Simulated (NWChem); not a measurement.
Program: NWChem. System: ethylenediamine (C2H8N2), charge 0, spin multiplicity 1, at a geometry optimised with PBE0/def2-SVP. Level: PBE0/def2-TZVP.

Input file:

```
start mol
memory heap 200 mb stack 900 mb global 1100 mb
geometry units angstroms nocenter noautoz
  N      0.276432    -1.839509    -0.051807
  C     -0.469069    -0.597862    -0.033168
  C      0.469069     0.597862    -0.033168
  N     -0.276432     1.839509    -0.051807
  H     -0.350324    -2.633467    -0.156569
  H      0.761990    -1.976423     0.833241
  H     -1.172259    -0.493801     0.825101
  H     -1.092151    -0.537120    -0.940115
  H      1.092151     0.537120    -0.940115
  H      1.172259     0.493801     0.825101
  H      0.350324     2.633467    -0.156569
  H     -0.761990     1.976423     0.833241
  symmetry group C2
end
basis spherical
  * library def2-tzvp
end
dft
  xc pbe0
  semidirect memsize 60000000 filesize 0
  iterations 100
end
task dft energy
```

Part of the output:

```
             Northwest Computational Chemistry Package (NWChem) 7.3.0
             --------------------------------------------------------

                                NWChem Input Module
                                -------------------

 Scaling coordinates for geometry "geometry" by  1.889725989
 (inverse scale =  0.529177249)

 Turning off AUTOSYM since
 SYMMETRY directive was detected!

                             Geometry "geometry" -> ""
                             -------------------------

 Output coordinates in angstroms (scale by  1.889725989 to convert to a.u.)

  No.       Tag          Charge          X              Y              Z
 ---- ---------------- ---------- -------------- -------------- --------------
    1 N                    7.0000     0.27643200    -1.83950900    -0.05180700
    2 C                    6.0000    -0.46906900    -0.59786200    -0.03316800
    3 C                    6.0000     0.46906900     0.59786200    -0.03316800
    4 N                    7.0000    -0.27643200     1.83950900    -0.05180700
    5 H                    1.0000    -0.35032400    -2.63346700    -0.15656900
    6 H                    1.0000     0.76199000    -1.97642300     0.83324100
    7 H                    1.0000    -1.17225900    -0.49380100     0.82510100
    8 H                    1.0000    -1.09215100    -0.53712000    -0.94011500
    9 H                    1.0000     1.09215100     0.53712000    -0.94011500
   10 H                    1.0000     1.17225900     0.49380100     0.82510100
   11 H                    1.0000     0.35032400     2.63346700    -0.15656900
   12 H                    1.0000    -0.76199000     1.97642300     0.83324100

 Effective nuclear repulsion energy (a.u.)     132.2959177697

            Nuclear Dipole moment (a.u.)
            ----------------------------
        X                 Y               Z
 ---------------- ---------------- ----------------
     0.0000000000    -0.0000000000     0.0000037795

      Symmetry information
      --------------------

 Group name             C2
 Group number              4
 Group order               2
[...]
              MO Center=  2.9D-14, -3.0D-13, -8.3D-02, r^2= 4.1D+00
   Bfn.  Coefficient  Atom+Function         Bfn.  Coefficient  Atom+Function
  ----- ------------  ---------------      ----- ------------  ---------------
     8      0.208062   1 N  pz              101      0.208062   4 N  pz
    14      0.185089   1 N  pz              107      0.185089   4 N  pz
    11      0.178589   1 N  pz              104      0.178589   4 N  pz
     6     -0.169177   1 N  px               99      0.169177   4 N  px
     9     -0.147419   1 N  px              102      0.147419   4 N  px

 Vector   18  Occ=0.000000D+00  E= 4.017388D-02  Symmetry=a
              MO Center=  7.4D-14,  2.6D-12,  7.5D-01, r^2= 8.1D+00
   Bfn.  Coefficient  Atom+Function         Bfn.  Coefficient  Atom+Function
  ----- ------------  ---------------      ----- ------------  ---------------
    36      1.631963   2 C  s                67      1.631963   3 C  s
   139     -1.133107   7 H  s               157     -1.133107  10 H  s
     5      0.876620   1 N  s                98      0.876620   4 N  s
   145     -0.756656   8 H  s               151     -0.756656   9 H  s
   133     -0.752772   6 H  s               169     -0.752772  12 H  s

 Vector   19  Occ=0.000000D+00  E= 4.707865D-02  Symmetry=b
              MO Center= -4.9D-14, -2.6D-12,  3.4D-01, r^2= 1.0D+01
   Bfn.  Coefficient  Atom+Function         Bfn.  Coefficient  Atom+Function
  ----- ------------  ---------------      ----- ------------  ---------------
     5      1.381049   1 N  s                98     -1.381049   4 N  s
    36      0.932676   2 C  s                67     -0.932676   3 C  s
   127     -0.913536   5 H  s               163      0.913536  11 H  s
   133     -0.753064   6 H  s               169      0.753064  12 H  s
    44      0.441338   2 C  py               75      0.441338   3 C  py

 Vector   20  Occ=0.000000D+00  E= 8.667914D-02  Symmetry=b
              MO Center=  1.7D-14,  2.7D-13,  4.7D-01, r^2= 8.0D+00
   Bfn.  Coefficient  Atom+Function         Bfn.  Coefficient  Atom+Function
  ----- ------------  ---------------      ----- ------------  ---------------
    36      3.963645   2 C  s                67     -3.963645   3 C  s
   139     -1.415511   7 H  s               157      1.415511  10 H  s
   145     -1.236918   8 H  s               151      1.236918   9 H  s
   133      0.843975   6 H  s               169     -0.843975  12 H  s
     5     -0.730217   1 N  s                98      0.730217   4 N  s

 center of mass
 --------------
 x =   0.00000000 y =   0.00000000 z =  -0.03507219

 moments of inertia (a.u.)
 ------------------
         467.646697236692          22.631273810975           0.000000000000
          22.631273810975          66.764612848008           0.000000000000
           0.000000000000           0.000000000000         500.961582733890

     Multipole analysis of the density
     ---------------------------------

     L   x y z        total         alpha         beta         nuclear
     -   - - -        -----         -----         ----         -------
     0   0 0 0     -0.000000    -17.000000    -17.000000     34.000000

     1   1 0 0      0.000000      0.000000      0.000000      0.000000
     1   0 1 0     -0.000000     -0.000000     -0.000000     -0.000000
     1   0 0 1      0.761765      0.380880      0.380880      0.000004

     2   2 0 0    -20.605732    -28.605991    -28.605991     36.606249
     2   1 1 0      2.807152      6.027504      6.027504     -9.247856
     2   1 0 1     -0.000000     -0.000000     -0.000000     -0.000000
     2   0 2 0    -17.089813   -141.406072   -141.406072    265.722331
     2   0 1 1      0.000000      0.000000      0.000000      0.000000
     2   0 0 2    -19.669022    -18.079387    -18.079387     16.489752

 Task  times  cpu:       11.1s     wall:       11.1s

 Total times  cpu:       11.1s     wall:       11.1s
```
